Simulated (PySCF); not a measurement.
## Frontier orbitals and the lowest excitations

Species: C7H3ClOS.
Cartesian coordinates in Å at the GFN2-xTB level; atoms count from 1:
```xyz
13
C7H3ClOS angstrom
C      0.481    2.756    0.584
C      0.151    1.617    0.391
C     -0.281    0.297    0.183
C     -1.569   -0.177    0.521
C     -1.733   -1.494    0.216
S     -0.344   -2.204   -0.485
C      0.510   -0.702   -0.380
C      1.860   -0.544   -0.828
O      2.543    0.431   -0.808
Cl     2.518   -2.073   -1.490
H      0.796    3.744    0.742
H     -2.326    0.442    0.966
H     -2.611   -2.091    0.370
```

Method used: TDDFT B3LYP/def2-SVPD, vertical, gas phase, core orbitals frozen in the response in PySCF.

Kohn–Sham orbitals with the atoms that hold most of them (Löwdin shares over 4%, at most four atoms; ? is withheld):

| orbital | ε (eV) | atoms |
| --- | --- | --- |
| HOMO-3 | -8.56 | Cl10 30%, O9 25%, C2 15%, C1 15% |
| HOMO-2 | -7.94 | O9 26%, C1 25%, C2 23%, Cl10 12% |
| HOMO-1 | -7.77 | ? |
| HOMO | -7.23 | C1 21%, S6 17%, C2 16%, C7 13% |
| LUMO | -2.86 | ? |
| LUMO+1 | -0.56 | C4 30%, C5 24%, S6 9%, C3 8% |
| LUMO+2 | -0.48 | S6 46%, Cl10 13%, C7 11%, C5 7% |

Task: Give the leading atoms of the HOMO-1.

Result: C4 (bonded to 2 C and H) 25%; C5 (bonded to C, S and H) 20%; C7 (bonded to 2 C and S) 17%; S6 (bonded to 2 C) 16%. By element: carbon 62% or more, sulfur 16%.

Task: Which atoms hold the LUMO, and with what shares?

Result: C8 (bonded to C, Cl and O) 15%; O9 (bonded to C) 14%; S6 (bonded to 2 C) 13%; C3 (bonded to 3 C) 13%. By element: carbon 28% or more, oxygen 14%, sulfur 13%.

Task: The HOMO–LUMO gap is 4.37 eV. Where does the response calculation put the lowest singlet, and from which orbitals?

Result: S1 is at 3.91 eV (f = 0.0000), 0.46 eV below the gap, made of HOMO-2→LUMO (96%). Its leading pair isn't HOMO and LUMO; the energies of that pair differ by 5.08 eV. 

Task: Give energy, strength and leading configuration of S1, S2 and S3, and follow the Löwdin shares of the leading atoms from the occupied to the empty orbital.

Result: 
- S1 (3.91 eV, f 0.0000), HOMO-2→LUMO (96%): O9 26% → 14%, C1 25% → at most 13%, C8 at most 12% → 15%
- S2 (4.08 eV, f 0.189), HOMO→LUMO (92%): C1 21% → at most 13%, S6 17% → 13%, C8 at most 14% → 15%, O9 at most 14% → 14%
- S3 (4.46 eV, f 0.156), HOMO-1→LUMO (90%): C4 25% → at most 13%, C5 20% → at most 13%, C8 at most 16% → 15%, O9 at most 16% → 14%

The run took 56 s wall on Arm Neoverse V1, one thread, shared host.

One conformer stands for the species.
